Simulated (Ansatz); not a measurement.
Consider the substitution at a C–Si bond: `C[Si@@H]1[SiH2][Si@@H]1Cl` + `[NH]=[Ta]([NH2])([NH2])[NH2]` → `C[N]=[Ta]([NH2])([NH2])[NH2]` + `Cl[SiH]1[SiH2][SiH2]1`.

Gas-phase electronic energies from Ansatz, PBE0-D4/def2-TZVP geometries. CCSD(T)/CBS adds triple-zeta CCSD(T) − MP2 to the extrapolated MP2 energy (def2 sets, frozen cores). DFT in def2-TZVPP. B3LYP here is the variant with VWN-RPA as its local correlation; programs differ in this. Elements past krypton have def2 core potentials. For Ta outer-core shells are correlated without core-valence functions, which leaves a few kJ/mol of doubt a bond. One conformer a species, not always the lowest.

```json
{"level": "PBE-D4", "ΔE (kJ/mol)": "55.2", "difference from CCSD(T)/CBS": "-4.4"}
{"level": "r2SCAN-D4", "ΔE (kJ/mol)": "59.5", "difference from CCSD(T)/CBS": "-0.1"}
{"level": "B3LYP-D4", "ΔE (kJ/mol)": "55.6", "difference from CCSD(T)/CBS": "-4.0"}
{"level": "ωB97X-V", "ΔE (kJ/mol)": "58.3", "difference from CCSD(T)/CBS": "-1.3"}
{"level": "ωB97M-V", "ΔE (kJ/mol)": "62.7", "difference from CCSD(T)/CBS": "3.1"}
{"level": "B2PLYP", "ΔE (kJ/mol)": "53.2", "difference from CCSD(T)/CBS": "-6.4"}
{"level": "r2SCAN", "ΔE (kJ/mol)": "59.1", "difference from CCSD(T)/CBS": "-0.5"}
{"level": "PBE0", "ΔE (kJ/mol)": "55.7", "difference from CCSD(T)/CBS": "-3.9"}
{"level": "HF/def2-TZVPP", "ΔE (kJ/mol)": "53.7", "difference from CCSD(T)/CBS": "-5.9"}
{"level": "MP2/def2-TZVPP", "ΔE (kJ/mol)": "54.3", "difference from CCSD(T)/CBS": "-5.3"}
{"level": "SCS-MP2/def2-TZVPP", "ΔE (kJ/mol)": "51.5", "difference from CCSD(T)/CBS": "-8.1"}
{"level": "HF/def2-QZVPP", "ΔE (kJ/mol)": "54.1", "difference from CCSD(T)/CBS": "-5.5"}
{"level": "MP2/def2-QZVPP", "ΔE (kJ/mol)": "56.8", "difference from CCSD(T)/CBS": "-2.8"}
{"level": "HF/CBS(def2)", "ΔE (kJ/mol)": "54.2", "difference from CCSD(T)/CBS": "-5.4"}
{"level": "MP2/CBS(def2)", "ΔE (kJ/mol)": "58.5", "difference from CCSD(T)/CBS": "-1.1"}
{"level": "CCSD/CBS(def2)", "ΔE (kJ/mol)": "60.0", "difference from CCSD(T)/CBS": "0.4"}
{"level": "CCSD(T)/CBS", "ΔE (kJ/mol)": "59.6", "difference from CCSD(T)/CBS": "0"}
```

Largest T1 diagnostic among the species: 0.018.

The D4 term adds +3.3 kJ/mol with B3LYP and +1.8 kJ/mol with PBE0; it sums over pairs of atoms, weighted by their polarisabilities, and B3LYP, whose exchange is more repulsive, gets the larger term.
